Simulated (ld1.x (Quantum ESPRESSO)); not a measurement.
## Configuration tests for antimony (TM semilocal)

Sb (Z = 51), norm-conserving Troullier–Martins (semilocal form), made with ld1.x (Quantum ESPRESSO) 7.5 (BP86, scalar-relativistic). Core [Kr] 4d10, reference 5s2 5p3. Waves: 5s (bound): rc 1.45 bohr; 5p (bound): rc 1.85 bohr. Local part: the p channel. Core correction: a·sin(br)/r model core inside 0.80 bohr.

Energies are relative to the spin-unpolarised reference configuration 5s2 5p3; without spin polarisation the order of configurations can differ from experiment. The frozen-core shift is the all-electron ΔE with the core orbitals held at their reference shape minus the fully relaxed ΔE.

```tsv
valence configuration	charge	ΔE all-electron (eV)	error AE − PS (meV)	frozen-core shift (meV)
5s2 5p2	+1	8.461	-4.0	+7.7
5s2 5p1	+2	24.604	-27	+51
5s2 5p0	+3	49.197	-113	+189
5s1 5p3	+1	17.216	-24	+34
5s0 5p5	0	16.494	-69	+43
5s2 5p2.5	+0.5	3.330	-1.0	+1.7
```

Q: What are ΔE and the potential's error for 5s1 5p0?

A: ΔE = 93.687 eV all-electron; the error (AE − PS) is -441 meV.

Levels in the configuration 5s2 5p2:

```csv
level,all-electron (eV),pseudo (eV)
5s,-20.818,-20.827
5p,-12.152,-12.158
```
